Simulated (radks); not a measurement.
Problem. Ir2+, configuration [Xe] 4f14 5d(3/2: 3, 5/2: 4) (the NIST ground configuration). Calculated with a radial shooting solver on a logarithmic mesh with Libxc functionals: Dirac Kohn-Sham, relativistic LDA (MacDonald-Vosko exchange, VWN5 correlation), spin-unpolarised, spherical densities, finite nucleus; Fermi nuclear charge, rms radius 5.4032 fm.

Spin-orbit splittings of the eigenvalues, e(l+1/2) - e(l-1/2), with zeta = 2 splitting/(2l+1) and mean radii in bohr:

| shell | occ. | splitting (eV) | zeta (eV) | <r> j=l-1/2 | <r> j=l+1/2 |
|---|---|---|---|---|---|
| 2p | 6 | 1606 | 1071 | 0.06039 | 0.06866 |
| 3p | 6 | 352.0 | 234.7 | 0.1806 | 0.1959 |
| 3d | 10 | 76.52 | 30.61 | 0.1707 | 0.1754 |
| 4p | 6 | ? | ? | 0.4277 | 0.4615 |
| 4d | 10 | 15.59 | 6.236 | 0.4725 | 0.4838 |
| 4f | 14 | 3.122 | 0.8920 | 0.5312 | 0.5389 |
| 5p | 6 | 13.59 | 9.060 | 1.065 | 1.165 |
| 5d | 7 | 1.322 | 0.5288 | 1.594 | 1.649 |

Estimate the 4p splitting.

Solution. 83.53 eV (zeta = 55.69 eV).
